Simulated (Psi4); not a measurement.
C$_{4}$H$_{4}$ClF, singlet, geometry from GFN2-xTB; Psi4 with MP2/def2-SVPD.

The Psi4 input:
```
memory 2 GB

molecule {
0 1
  C    -1.81863485   -1.32707457   -0.50369711
  C    -0.99181668   -0.33790013   -0.81917014
  C     0.11798240    0.11179463   -0.00359197
  Cl    0.41342941   -0.68156275    1.50200636
  C     0.94233595    1.10915804   -0.33384132
  F     0.79386211    1.78553559   -1.48231616
  H    -2.62480737   -1.61115546   -1.15623479
  H    -1.71580354   -1.88180189    0.41347124
  H    -1.10580565    0.21169748   -1.74367931
  H     1.77415663    1.46213847    0.25498338
}

set basis def2-svpd
set freeze_core true

energy('mp2')
print_variables()
```

Output, abridged:

```
    SCF Algorithm Type (re)set to DF.

   => Loading Basis Set <=

    Name: DEF2-SVPD
    Role: ORBITAL
    Keyword: BASIS

         ---------------------------------------------------------
                                   SCF
               by Justin Turney, Rob Parrish, Andy Simmonett
                          and Daniel G. A. Smith
                              RHF Reference
         ---------------------------------------------------------

  ==> Geometry <==

    Molecular point group: c1
    Full point group: C1

    Geometry (in Angstrom), charge = 0, multiplicity = 1:

       Center              X                  Y                   Z               Mass
    ------------   -----------------  -----------------  -----------------  -----------------
         C           -1.864264442473    -1.354690391097    -0.524350899908    12.000000000000
         C           -1.037446272473    -0.365515951097    -0.839823929908    12.000000000000
         C            0.072352807527     0.084178808903    -0.024245759908    12.000000000000
         CL           0.367799817527    -0.709178571097     1.481352570092    34.968852682000
         C            0.896706357527     1.081542218903    -0.354495109908    12.000000000000
         F            0.748232517527     1.757919768903    -1.502969949908    18.998403162730
         H           -2.670436962473    -1.638771281097    -1.176888579908     1.007825032230
         H           -1.761433132473    -1.909417711097     0.392817450092     1.007825032230
         H           -1.151435242473     0.184081658903    -1.764333099908     1.007825032230
         H            1.728527037527     1.434522648903     0.234329590092     1.007825032230

  Running in c1 symmetry.

  Rotational constants: A =      0.12514  B =      0.07667  C =      0.04754 [cm^-1]
  Rotational constants: A =   3751.68075  B =   2298.62535  C =   1425.33425 [MHz]
  Nuclear repulsion =  266.864085112194061

  Charge       = 0
  Multiplicity = 1
  Electrons    = 54
  Nalpha       = 27
  Nbeta        = 27

  ==> Algorithm <==

  SCF Algorithm Type is DF.
  DIIS enabled.
  MOM disabled.
  Fractional occupation disabled.
  Guess Type is SAD.
  Energy threshold   = 1.00e-08
  Density threshold  = 1.00e-08
  Integral threshold = 1.00e-12

  ==> Primary Basis <==

  Basis Set: DEF2-SVPD
    Blend: DEF2-SVPD
    Number of shells: 68
    Number of basis functions: 162
    Number of Cartesian functions: 174
    Spherical Harmonics?: true
    Max angular momentum: 2

   => Loading Basis Set <=

    Name: (DEF2-SVPD AUX)
    Role: JKFIT
    Keyword: DF_BASIS_SCF

  ==> Integral Setup <==

  SCF_SUBTYPE=INCORE selected. In-core MEM_DF algorithm will be used.
  Using in-core AOs.

  ==> MemDFJK: Density-Fitted J/K Matrices <==

    J tasked:                   Yes
    K tasked:                   Yes
    wK tasked:                   No
    Algorithm:                 Core
    Schwarz Cutoff:           1E-12
    Mask sparsity (%):       1.7680
    Fitting Condition:        1E-10

   => Auxiliary Basis Set <=

  Basis Set: (DEF2-SVPD AUX)
    Blend: DEF2-UNIVERSAL-JKFIT
    Number of shells: 187
    Number of basis functions: 577
    Number of Cartesian functions: 684
    Spherical Harmonics?: true
    Max angular momentum: 4

  Minimum eigenvalue in the overlap matrix is 4.6565077301E-05.
  Reciprocal condition number of the overlap matrix is 4.5676297424E-06.
    Using symmetric orthogonalization.

  ==> Pre-Iterations <==

  SCF Guess: Superposition of Atomic Densities via on-the-fly atomic UHF (no occupation information).

   -------------------------
    Irrep   Nso     Nmo
   -------------------------
     A        162     162
   -------------------------
    Total     162     162
   -------------------------

  ==> Iterations <==

                           Total Energy        Delta E     RMS |[F,P]|

   @DF-RHF iter SAD:  -711.78486360959141   -7.11785e+02   0.00000e+00
[...]
  Energy and wave function converged.

  ==> Post-Iterations <==

    Orbital Energies [Eh]
    ---------------------

    Doubly Occupied:

[...]
    Virtual:

[...]
    Final Occupation by Irrep:
              A
    DOCC [    27 ]
    NA   [    27 ]
    NB   [    27 ]

  @DF-RHF Final Energy:  -712.36078740682956

   => Energetics <=

    Nuclear Repulsion Energy =            266.8640851121940614
    One-Electron Energy =               -1510.5921520723973117
    Two-Electron Energy =                 531.3672795533736917
    Total Energy =                       -712.3607874068295587

Computation Completed

Properties will be evaluated at   0.000000,   0.000000,   0.000000 [a0]

Properties computed using the SCF density matrix

 Multipole Moments:

 ------------------------------------------------------------------------------------
     Multipole            Electronic (a.u.)      Nuclear  (a.u.)        Total (a.u.)
 ------------------------------------------------------------------------------------

 L = 1.  Multiply by 2.5417464519 to convert [e a0] to [Debye]
 Dipole X            :          4.5498341           -4.6562815           -0.1064474
 Dipole Y            :          2.7389151           -2.8180623           -0.0791473
 Dipole Z            :          2.0802149           -2.1076204           -0.0274055
 Magnitude           :                                                    0.1354489

 ------------------------------------------------------------------------------------

  //>>>>>>>>>>>>>>>>>>>>>>>>>>>>>>>>>>>//
  //               DFMP2               //
  //<<<<<<<<<<<<<<<<<<<<<<<<<<<<<<<<<<<//

   => Loading Basis Set <=

    Name: (DEF2-SVPD AUX)
    Role: RIFIT
    Keyword: DF_BASIS_MP2

	 --------------------------------------------------------
	                          DF-MP2
	      2nd-Order Density-Fitted Moller-Plesset Theory

	        Rob Parrish, Justin Turney, Andy Simmonett,
	           Ed Hohenstein, and C. David Sherrill
	 --------------------------------------------------------

   => Auxiliary Basis Set <=

  Basis Set: (DEF2-SVPD AUX)
    Blend: DEF2-SVPD-RI
    Number of shells: 160
    Number of basis functions: 490
    Number of Cartesian functions: 568
    Spherical Harmonics?: true
    Max angular momentum: 3

	 --------------------------------------------------------
	                 NBF =   162, NAUX =   490
	 --------------------------------------------------------
	   CLASS    FOCC     OCC    AOCC    AVIR     VIR    FVIR
	   PAIRS      10      27      17     135     135       0
	 --------------------------------------------------------

	-----------------------------------------------------------
	 ==================> DF-MP2 Energies <====================
	-----------------------------------------------------------
	 Reference Energy          =    -712.3607874068295587 [Eh]
	 Singles Energy            =      -0.0000000000000000 [Eh]
	 Same-Spin Energy          =      -0.2302639995479742 [Eh]
	 Opposite-Spin Energy      =      -0.6540305577865259 [Eh]
	 Correlation Energy        =      -0.8842945573345000 [Eh]
	 Total Energy              =    -713.2450819641641147 [Eh]
	-----------------------------------------------------------
	 ================> DF-SCS-MP2 Energies <==================
	-----------------------------------------------------------
	 SCS Same-Spin Scale       =       0.3333333333333333 [-]
	 SCS Opposite-Spin Scale   =       1.2000000000000000 [-]
	 SCS Same-Spin Energy      =      -0.0767546665159914 [Eh]
	 SCS Opposite-Spin Energy  =      -0.7848366693438310 [Eh]
	 SCS Correlation Energy    =      -0.8615913358598224 [Eh]
	 SCS Total Energy          =    -713.2223787426893296 [Eh]
	-----------------------------------------------------------

  Variable Map:
  ----------------------------------------------------------------------------
[...]
  Array Variable Map:
  ----------------------------------------------------------------------------
[...]
[...]
```
